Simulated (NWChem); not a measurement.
Molecule: BeH2S; SMILES [BeH][SH]

```xyz
4

Be     0.1036    -1.3052     0.0000
H      0.0680    -2.6381     0.0000
S      0.1629     0.6097     0.0000
H     -1.1884     0.7024     0.0000
```
Atoms are numbered in this order, from 1.

All runs: NWChem. Coordinates come from a PBE0/def2-SVP optimisation. Core excitations by TDA in a window of 1s orbitals, non-relativistic and unshifted: absolute energies depend strongly on the exact-exchange share.

Q: Estimate the computed values for S K edge, PBE/def2-TZVP. Quantities: first 1s excitation (eV); dipole oscillator strength of the first; first state with f > 0.002 (eV); dipole oscillator strength of that state.

A: 
* **first 1s excitation (eV)**: 2394.0
* **dipole oscillator strength of the first**: 0.0001
* **first state with f > 0.002 (eV)**: 2396.2
* **dipole oscillator strength of that state**: 0.0024
